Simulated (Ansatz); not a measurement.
Reactions of `CN(C)B(O)O`.

Computed with Ansatz on PBE0-D4/def2-TZVP structures; ΔE is electronic, products minus reactants. CCSD(T)/CBS adds triple-zeta CCSD(T) − MP2 to the extrapolated MP2 energy (def2 sets, frozen cores). This one scheme is used for every species, atoms too. For atomizations the MP2-based limit and the directly extrapolated one differ by several kJ/mol either way, and by 10 to 25 for some Ge, Se and Sn compounds, so smaller differences from it don't rank the levels. DFT in def2-TZVPP. Open shells (•) are unrestricted, without spin–orbit coupling. Spin–orbit coupling would lower the free atoms: a little for B, C, O. def2 core potentials past Kr. Bonds to Br, Ge, Te are less sure, by a few kJ/mol each and by 10 to 20 or more in all where they break to atoms, as the def2 sets lack core-valence functions. Scalar relativity is left out up to krypton. One conformer a species, not always the lowest.

| reaction | CCSD/CBS(def2) (eV) | MP2/CBS(def2) (eV) | ωB97M-V (eV) | CCSD(T)/CBS(def2) (eV) |
| --- | --- | --- | --- | --- |
| `CN(C)B(O)O` + `OB(O)O` → `OB(O)OB(O)O` + `CNC` | -0.21 | -0.16 | -0.21 | -0.20 |
| `CN(C)B(O)O` + `[OH][GeH3]` → `OB(O)[O][GeH3]` + `CNC` | -0.43 | -0.37 | -0.42 | -0.40 |
| `CN(C)B(O)O` → `CN(C)[B]O`• + `[OH]`• | 6.48 | 6.87 | 6.62 | 6.58 |
| `CN(C)B(O)O` + H₂S → `OB(O)S` + `CNC` | 0.45 | 0.42 | 0.44 | 0.44 |
| `CN(C)B(O)O` → B• + 2 C• + 8 H• + N• + 2 O• | 58.33 | 60.35 | 59.45 | 59.18 |
| `CN(C)B(O)O` + H–F → `CN(C)B(O)F` + H₂O | -0.23 | -0.19 | -0.24 | -0.22 |
| `CN(C)B(O)O` + HBr → `CN(C)B(O)Br` + H₂O | 0.22 | 0.09 | 0.27 | 0.18 |
| `CN(C)B(O)O` + `[SiH3]S` → `OB(O)S[SiH3]` + `CNC` | 0.49 | 0.43 | 0.46 | 0.46 |
| `CN(C)B(O)O` + H₂ → `CN(C)BO` + H₂O | 0.79 | 0.83 | 0.86 | 0.81 |
| `CN(C)B(O)O` + `CC(C)[TeH]` → `CC(C)[Te]B(O)O` + `CNC` | 0.57 | 0.47 | 0.59 | 0.54 |

Largest T1 diagnostic: 0.014, for B•.
